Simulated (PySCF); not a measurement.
# Computed properties of Al(F)(NCO)(OMe) (C2H3AlFNO2), SMILES C[O][Al]([F])[N]=C=O

C2H3AlFNO2, SMILES [O]([Al]([N]=C=O)[F])C. Geometry optimised at ωB97X-D3(BJ)/def2-SVP. The structure was generated by enumeration; whether it is a known compound was not checked. The values are those of a single conformer. All values are computed for the isolated molecule unless a solvent is named; none is compared with measurement here.

**Structure.** All 24 harmonic modes at ωB97X-D3(BJ)/def2-SVP (PySCF) are real, so it is a minimum. With heavy atoms numbered as in [Al:1]([F:2])([N:3]=[C:4]=[O:5])[O:6][CH3:7], the shortest bond between them is C4–O5 at 1.168 Å and the longest Al1–N3 at 1.764 Å.

**Vibrations.** The strongest infrared lines (harmonic, unscaled, degenerate partners summed) lie at 2455 cm⁻¹ (1541 km/mol, C 70 %, N 18 %, O 12 %), 1277 cm⁻¹ (360 km/mol, O 58 %, C 30 %), 774 cm⁻¹ (235 km/mol, Al 52 %, O 20 %, C 16 %). The softest mode is at 46 cm⁻¹ and the zero-point energy is 37.4 kcal/mol.

**Electronic structure.** B3LYP/def2-TZVP (PySCF) places the frontier levels at -8.43 and -1.15 eV, a gap of 7.28 eV, and gives a dipole moment of 2.24 D and a mean polarisability of 55.1 bohr³. PBE/def2-TZVP (PySCF) at the same geometry gives -7.14 and -1.70 eV, so its gap is 1.84 eV narrower. An orbital gap is neither the optical nor the fundamental gap.

**Excitations.** TDDFT-CAM-B3LYP/def2-SVPD (PySCF) has S1 at 6.65 eV (186 nm, f = 0.006, weak); the most intense of the 10 singlets computed lies at 7.77 eV (f = 0.09). T1 (TDA) is at 6.35 eV. TDDFT-PBE/def2-SVPD (PySCF) puts S1 at 5.46 eV. No vertical singlet excitation falls in the visible range (under 3.1 eV).

**NMR.** GIAO shifts at PBE0/pcSseg-1 (PySCF) (non-relativistic, atoms alike by connectivity averaged): ¹³C from 56.8 to 129.7 ppm against TMS; ¹H at 4.2 ppm against TMS; ¹⁹F at -205.9 ppm against CFCl3.
